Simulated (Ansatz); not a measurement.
One change: `N[SiH](O)F` becomes `[OH][GeH2][SiH](O)F`.

Ansatz, PBE0-D4/def2-TZVP geometries, multiplicity 1. Each molecule was computed in one conformer, which needn't be the lowest.

Scalar relativity is left out up to krypton.

```csv
property,`N[SiH](O)F`
size of the dipole moment (PBE/def2-TZVPP) / D,2.51
HOMO–LUMO gap (B3LYP/def2-TZVPP) / eV,8.10
size of the dipole moment (B3LYP/def2-TZVPP) / D,2.54
LUMO energy (PBE/def2-TZVPP) / eV,-0.08
LUMO energy (ωB97M-V/def2-TZVPP) / eV,2.19
HOMO energy (PBE/def2-TZVPP) / eV,-6.46
```

**Question.** What does the change do to each property? (Estimate.)

**Answer.** Computed: 
| property | `[OH][GeH2][SiH](O)F` | shift |
| --- | --- | --- |
| size of the dipole moment (PBE/def2-TZVPP) / D | 2.60 | 0.09 |
| HOMO–LUMO gap (B3LYP/def2-TZVPP) / eV | 6.99 | -1.11 |
| size of the dipole moment (B3LYP/def2-TZVPP) / D | 2.74 | 0.20 |
| LUMO energy (PBE/def2-TZVPP) / eV | -1.56 | -1.48 |
| LUMO energy (ωB97M-V/def2-TZVPP) / eV | 1.01 | -1.18 |
| HOMO energy (PBE/def2-TZVPP) / eV | -6.72 | -0.26 |

With PBE0 the HOMO falls by 0.19 eV and the LUMO falls by 1.50 eV, so the gap narrows by about 1.31 eV. PBE moves the HOMO by -0.26 eV and ωB97M-V by 0.12 eV. Dipoles are sizes alone; their direction can turn.

B3LYP here is the variant with VWN-RPA as its local correlation; programs differ in this.
